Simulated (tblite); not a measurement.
H2Al (SMILES [AlH2+]), charge +1, singlet, at a GFN2-xTB geometry (such geometries of metal compounds can be far from the true shape); IPEA1-xTB (tblite).

tblite was given this input:
```
$ tblite run mol.xyz --method ipea1 --charge 1 --spin 0 --json tblite.json --no-restart

# file mol.xyz
3

Al     0.00000000     0.00000000     0.00000000
H     -0.00000000    -0.00000000    -1.52459071
H      0.00000000     0.00000000     1.52459071
```

It wrote (shortened):

```
xTB calculator
 | screened Coulomb repulsion
 | Coulomb electrostatics
 |  * isotropic Klopman-Ohno-Mataga-Nishimoto electrostatics
 |  * onsite third-order electrostatics
 | DFT-D3(BJ) dispersion correction

halogen bonding energy    0.0000000000000E+00 Eh
repulsion energy          1.4948276739092E-02 Eh
dispersion energy        -2.8911027927797E-04 Eh
number of electrons       4.0000000000000E+00 e
integral cutoff           4.0000000000000E+01 bohr

------------------------------------------------------------
  cycle        total energy    energy error   density error
------------------------------------------------------------
      1     -1.781297530262  -1.7959567E+00   3.9945001E-01
      2     -1.898593276725  -1.1729575E-01   1.5235546E-02
      3     -1.898658727530  -6.5450805E-05   5.0192634E-03
      4     -1.898658730122  -2.5926270E-09   2.2026093E-04
      5     -1.898658775414  -4.5291955E-08   3.2993025E-07
------------------------------------------------------------

electronic energy        -1.9133179418740E+00 Eh
total energy             -1.8986587754142E+00 Eh

Post processing:
 | Mayer-Wiberg bond orders

[Info] JSON dump of results written to 'tblite.json'
```
